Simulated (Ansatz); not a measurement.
In2Se3⁻. Charge -1, multiplicity 2. Geometry PBE-D4/def2-SVPD.

```xyz
5

In    1.355    1.473   -0.887
In   -1.744   -1.246   -0.444
Se   -0.371   -1.083    1.895
Se   -0.644    0.375   -2.207
Se    1.404    0.481    1.643
```

In the def2 sets In takes a core potential; there is no spin–orbit coupling. The structure comes from a short search, and lower isomers may exist.

Problem. Estimate the α-spin orbital energies around the gap (eV) in Ansatz with HF/def2-TZVPD, PBE-D4/def2-TZVPD, revPBE-D4/def2-TZVPD, r2SCAN-D4/def2-TZVPD, PBE0-D4/def2-TZVPD.

Solution. 
```tsv
orbital	HF/def2-TZVPD	PBE-D4/def2-TZVPD	revPBE-D4/def2-TZVPD	r2SCAN-D4/def2-TZVPD	PBE0-D4/def2-TZVPD
HOMO−5	-6.06	-2.68	-2.62	-2.94	-3.69
HOMO−4	-5.82	-2.49	-2.42	-2.75	-3.49
HOMO−3	-5.41	-1.87	-1.81	-2.12	-2.88
HOMO−2	-4.79	-1.67	-1.61	-1.92	-2.55
HOMO−1	-4.17	-1.05	-0.99	-1.25	-2.01
HOMO	-3.24	-0.75	-0.70	-0.98	-1.54
LUMO	3.29	1.37	1.45	1.49	2.04
LUMO+1	3.66	1.49	1.57	1.60	2.07
LUMO+2	3.70	1.62	1.70	1.76	2.19
LUMO+3	3.84	2.20	2.17	2.75	2.55
LUMO+4	4.03	2.35	2.35	2.78	2.76
LUMO+5	4.13	2.39	2.41	2.80	2.82
β HOMO	-2.98	-0.98	-0.92	-1.17	-1.93
β LUMO	2.26	-0.38	-0.30	-0.38	0.08
```
